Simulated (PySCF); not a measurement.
# C₆ coefficients of unlike pairs at PBE0

Calculated with PySCF 2.14 from the dipole response of each species, C₆(A,B) = (3/π) ∫ α_A(iu) α_B(iu) du, in atomic units, from isotropic polarisabilities. For ions this is the dispersion term alone; charge-induced terms of lower order in 1/R come first.

```tsv
species	configuration	basis	relativity	α (bohr³)	C₆ (like pair)
Sc³⁺	[Ar] (1S)	aug-cc-pVDZ-DK (7s6p4d2f)	spin-free X2C	2.112	5.396
Zr²⁺	[Kr] 4d2 (3F)	aug-cc-pVDZ-PP with ECP28MDF (5s5p4d2f)	core potential	12.21	59.34
La²⁺	[Xe] 5d1 (2D)	x2c-TZVPPall with one added diffuse shell each of s, p, d type (12s8p8d3f1g)	spin-free X2C	20.03	128.0
Cr	[Ar] 3d5 4s1 (7S)	aug-cc-pVQZ-DK (9s8p6d4f3g2h)	spin-free X2C	74.61	628.3
```

(1) Estimate C₆ for La²⁺ with Zr²⁺.

No spin-orbit coupling is included.

The other pairs:

| pair | C₆ |
| --- | --- |
| La²⁺, Sc³⁺ | 24.16 |
| Zr²⁺, Sc³⁺ | 16.66 |
| Cr, La²⁺ | 249.5 |
| Cr, Zr²⁺ | 165.4 |
| Cr, Sc³⁺ | 37.78 |

## Answers

(1) The integral gives 87.02. The combination rule 2 C_A C_B / (C_A α_B/α_A + C_B α_A/α_B) gives 86.63 and the geometric mean 87.16.
